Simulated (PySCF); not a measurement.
# Electronic absorption of C7H14BN

Species: C7H14BN.
Atom-mapped SMILES: `[BH3-:1][N+:2]#[C:3][CH2:4][CH:5]1[CH2:6][CH2:7][CH2:8][CH2:9]1` (hydrogens: H10, H11, H12 on B1; H13, H14 on C4; H15 on C5; H16, H17 on C6; H18, H19 on C7; H20, H21 on C8; H22, H23 on C9)

Geometry (PBE0-D3(BJ)/def2-SVP, Å), atoms numbered from 1 in this order:
```
atom  x, y, z in Å
B1     4.2506   -0.5905   -0.3926
N2     2.9043    0.1339   -0.2993
C3     1.8880    0.6702   -0.2342
C4     0.5840    1.3031   -0.1376
C5    -0.4804    0.3725    0.4558
C6    -1.8800    1.0391    0.5150
C7    -2.8297    0.0856   -0.2247
C8    -2.1447   -1.2752   -0.1269
C9    -0.6770   -0.9260   -0.3448
H10    3.9784   -1.7788   -0.5132
H11    4.8431   -0.3439    0.6495
H12    4.8130   -0.1322   -1.3784
H13    0.6950    2.2169    0.4691
H14    0.2890    1.6253   -1.1512
H15   -0.1595    0.1136    1.4775
H16   -2.1901    1.1622    1.5636
H17   -1.8782    2.0478    0.0728
H18   -3.8501    0.0965    0.1857
H19   -2.9082    0.3765   -1.2856
H20   -2.2853   -1.7018    0.8812
H21   -2.5269   -2.0124   -0.8484
H22   -0.5024   -0.7328   -1.4183
H23    0.0224   -1.7206   -0.0450
```

Computed with PySCF 2.14.0, density-fitted response routines, TDDFT PBE0/def2-SVPD, vertical, gas phase, core orbitals frozen in the response.

| state | E (eV) | E (kJ/mol) | λ (nm) | f | main configurations (H = HOMO, L = LUMO) |
| --- | --- | --- | --- | --- | --- |
| S1 | 5.66 | 546 | 218.9 | 0.0003 | H-1→L (61%), H→L+1 (32%) |
| S2 | 5.83 | 563 | 212.6 | 0.0097 | H→L (47%), H-1→L+1 (40%) |
| S3 | 5.84 | 564 | 212.2 | 0.0084 | H→L+1 (60%), H-1→L (28%) |
| S4 | 6.65 | 642 | 186.4 | 0.378 | H→L (38%), H-1→L+1 (31%), H→L+2 (23%) |
| S5 | 6.77 | 654 | 183.0 | 0.0057 | H-1→L+2 (82%) |
| S6 | 6.87 | 663 | 180.4 | 0.364 | H→L+2 (59%), H-1→L+1 (20%) |
| S7 | 7.48 | 722 | 165.7 | 0.0021 | H-1→L+3 (45%), H→L+3 (37%) |
| S8 | 7.51 | 725 | 165.1 | 0.013 | H-1→L+3 (40%), H→L+4 (30%), H→L+3 (23%) |
| S9 | 7.53 | 727 | 164.6 | 0.0084 | H-1→L+4 (85%) |
| S10 | 7.55 | 729 | 164.2 | 0.018 | H→L+4 (58%), H→L+3 (22%) |

Triplets (Tamm–Dancoff): T1 5.06 eV, H→L (46%), H-1→L+1 (37%); T2 5.34 eV, H-1→L (46%), H→L+1 (34%); T3 5.35 eV, H-1→L+1 (48%), H→L (32%); T4 5.67 eV, H→L+1 (56%), H-1→L (38%).

The lowest singlet lies at 5.66 eV (219 nm, ultraviolet) and is dark (f under 0.0005); its leading configuration is HOMO-1→LUMO (61%). The most intense listed level is S4 at 6.65 eV (186 nm, f = 0.378), 0.99 eV above S1. Löwdin shares by element: HOMO (one of a set within 0.03 eV) hydrogen 39% or more, boron 37%, nitrogen 11%; LUMO carbon 38% or more, nitrogen 26%, hydrogen 6% or more (atoms not listed hold the other 29%). Weighted by f, the mean energy of these states is 6.78 eV. Orbital energies (eV): HOMO-3 -9.75, HOMO-2 -9.56, HOMO-1 -7.51, HOMO -7.51, LUMO -0.43, LUMO+1 -0.32, LUMO+2 0.18. The listed states span 1.89 eV, and the widest gap between neighbours is 0.81 eV (S3 to S4). All these states lie below the vertical ionisation energy of 9.68 eV (ΔSCF). Only the lowest 10 singlets were computed, as vertical energies without vibronic structure.

One conformer stands for the species.
